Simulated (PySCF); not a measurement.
Fractional electron number in V⁺ (vanadium, charge +1)

The 3d alpha orbital of [Ar] 3d4 is emptied in steps (occupation f), with all orbitals relaxed, ending at [Ar] 3d3. All numbers are calculated (PySCF 2.14, the non-relativistic Hamiltonian (point nucleus), in aug-cc-pVDZ). The exact energy is a straight line in f; departures are measured from the line between the end points of the same method.

```tsv
f	LC-wPBE (eV)
1	0.000
0.8	-0.216
0.6	-0.339
0.4	-0.352
0.2	-0.243
0	0.000
```

| method | E(f=0) − E(f=1) (eV) | −ε at f=1 (eV) | −ε at f=0.4 (eV) |
| --- | --- | --- | --- |
| LC-wPBE | 15.127 | 13.838 | 15.355 |

Orbital energy along the path (eV):

| f | LC-wPBE |
| --- | --- |
| 1 | -13.838 |
| 0.8 | -14.266 |
| 0.6 | -14.776 |
| 0.4 | -15.355 |
| 0.2 | -15.996 |
| 0 | -16.696 |

Reference removal energy between the ground levels: 14.634 ± 0.007 eV (measured; NIST Atomic Spectra Database, ionization energies). The calculation has no spin-orbit coupling. The determinant left behind need not be the lowest term of the ion.
